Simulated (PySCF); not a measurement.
F2H2Si. Atoms are numbered in the order given.

```xyz
5

Si     0.0000     0.0000     0.4485
F      1.2884     0.0000    -0.4869
F     -1.2884     0.0000    -0.4869
H      0.0000     1.2379     1.2425
H      0.0000    -1.2379     1.2425
```

The structure is a stationary point at TPSSh-D3(BJ)/def2-TZVP.

All values below come from TDDFT-CAM-B3LYP/def2-SVPD (PySCF).

Vertical excitations. The molecule is in vacuum. State labels are in the subgroup C2v.

```tsv
state	symmetry	energy (eV)	λ (nm)	f	main pairs
S1	A2	8.58	144	0.000	HOMO→LUMO+1 98 %
S2	B2	8.84	140	0.043	HOMO→LUMO 86 %
S3	B2	9.82	126	0.116	HOMO→LUMO+2 85 %
S4	B1	10.92	114	0.066	HOMO−1→LUMO+1 73 %, HOMO−2→LUMO 21 %
S5	A1	11.12	111	0.123	HOMO−1→LUMO 77 %, HOMO−1→LUMO+2 12 %
S6	B2	11.22	110	0.399	HOMO→LUMO+3 90 %
S7	A1	11.28	110	0.000	HOMO−2→LUMO+1 61 %, HOMO→LUMO+4 25 %
S8	B1	11.48	108	0.137	HOMO−2→LUMO 68 %, HOMO−1→LUMO+1 21 %
S9	A2	11.51	108	0.000	HOMO−3→LUMO 88 %
S10	B2	11.58	107	0.000	HOMO−3→LUMO+1 91 %
T1	A2	8.00	155	0	HOMO→LUMO+1 96 %
T2	B2	8.18	151	0	HOMO→LUMO 77 %, HOMO→LUMO+2 13 %
T3	B2	9.11	136	0	HOMO→LUMO+2 52 %, HOMO→LUMO+3 36 %
T4	B1	9.95	125	0	HOMO−1→LUMO+1 86 %
```
Triplets are in the Tamm–Dancoff approximation, which puts them higher than full response would, so one can lie above its singlet here.
